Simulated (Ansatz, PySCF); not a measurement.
Process, species as SMILES: [O]=[Ge]([F])[F] + 4 [H][H] (H2) → 2 F (HF) + [GeH4] (GeH4) + O (H2O)
Structures are relaxed separately at B3LYP-D3(BJ)/def2-TZVP in Ansatz (an electronic-structure program).

Quantity: energy of full hydrogenation (0 K, with B3LYP-D3(BJ) harmonic zero-point energies from PySCF), in kJ/mol. Valence correlation only, unless marked. No spin-orbit coupling. Frozen are the shells of the preceding noble gas and the d and f shells that filled before the atom's block. Non-relativistic. CBS(X,Y): correlation extrapolated as X^-3; Hartree-Fock from the larger set. [CCSD(T)-MP2]/basis is that difference in the basis named.

RI-MP2/CBS(aug-cc-pVTZ,aug-cc-pVQZ)+[CCSD(T)-MP2]/aug-cc-pVTZ (Ansatz) gives -79.4 kJ/mol.

Question: Another calculation gave -87.5 kJ/mol. Which level was it?
A. HF/def2-TZVPD (PySCF)
B. PBE/def2-TZVPD (Ansatz)
C. TPSSh/def2-TZVPD (PySCF)
D. CAM-B3LYP/def2-TZVPD (Ansatz)

Answer: B, PBE/def2-TZVPD (Ansatz). The others give -55.9 (TPSSh), -114.1 (CAM-B3LYP), -157.8 (HF) kJ/mol.
